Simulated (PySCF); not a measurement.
Worked example: dipole moment from atomic charges

H2O4P, SMILES OP([O])(O)=O, multiplicity 2. Atoms are numbered in the order given.

```xyz
7

O     -1.0959    -0.3946    -1.0549
P     -0.0775    -0.0302     0.0150
O     -0.9419     0.1876     1.2500
O      0.8379     1.2286    -0.3898
O      1.0645    -1.1108     0.2593
H      0.3181     1.9924    -0.6742
H      1.9275    -0.8262    -0.0681
```
Charge 0, spin multiplicity 2.

The structure is a stationary point at PBE0-D3(BJ)/def2-SVP. The isomer is the one that the SMILES or the coordinates give; other isomers of the formula were not compared. One conformer was computed; it need not be the lowest.

Charges (e) from B3LYP/def2-TZVP run with PySCF:

```json
[
 {"atom": "O1", "Mulliken": "-0.362", "ESP fit": "-0.430"},
 {"atom": "P2", "Mulliken": "0.946", "ESP fit": "1.098"},
 {"atom": "O3", "Mulliken": "-0.352", "ESP fit": "-0.400"},
 {"atom": "O4", "Mulliken": "-0.482", "ESP fit": "-0.620"},
 {"atom": "O5", "Mulliken": "-0.446", "ESP fit": "-0.532"},
 {"atom": "H6", "Mulliken": "0.347", "ESP fit": "0.441"},
 {"atom": "H7", "Mulliken": "0.348", "ESP fit": "0.444"}
]
```

The dipole moment of the full density is 3.96 D.

### Question
What dipole moment does each set of point charges give, and which comes closer to that of the density?

### Answer

μ = Σ q r, and 1 e Å = 4.8032 D.
Mulliken: Σ q r = (0.557, 0.355, -0.229) e Å, |μ| = 3.36 D.
ESP fit: Σ q r = (0.673, 0.403, -0.254) e Å, |μ| = 3.96 D.
ESP fit comes closer in size. Point charges leave out the atoms' own dipoles (lone pairs, polarised bonds); fits to the potential absorb them, partitions of the density don't.
